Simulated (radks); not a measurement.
Question: Neutral samarium, configuration [Xe] 4f5 5d1 6s2 (not the ground configuration). Calculated with a radial shooting solver on a logarithmic mesh with Libxc functionals: scalar-relativistic Kohn-Sham, SCAN, spin-unpolarised, spherical densities, finite nucleus; meta-GGA in the generalised Kohn-Sham scheme; Fermi nuclear charge, rms radius 5.0819 fm. Some entries of the table are withheld. Estimate them.

orbital  occ.  eigenvalue (hartree)  <r^2> (bohr^2)
1s          2             -1718.048             (1)
2s          2             -281.7522         0.01110
2p          6             -251.2084             (2)
3s          2             -62.29787         0.07401
3p          6             -52.67768         0.07422
3d         10             -39.67021         0.06281
4s          2             -12.72581             (3)
4p          6              -9.54161          0.4255
4d         10              -5.06512          0.5175
5s          2              -1.76062             (4)
5p          6              -0.98002           2.978
4f          5              -0.28479           1.133
6s          2              -0.15238           19.11
5d          1              -0.09631             (5)

Answer: 
(1) 1s <r^2> (bohr^2): 0.0007050
(2) 2p <r^2> (bohr^2): 0.008919
(3) 4s <r^2> (bohr^2): 0.3771
(4) 5s <r^2> (bohr^2): 2.168
(5) 5d <r^2> (bohr^2): 9.949
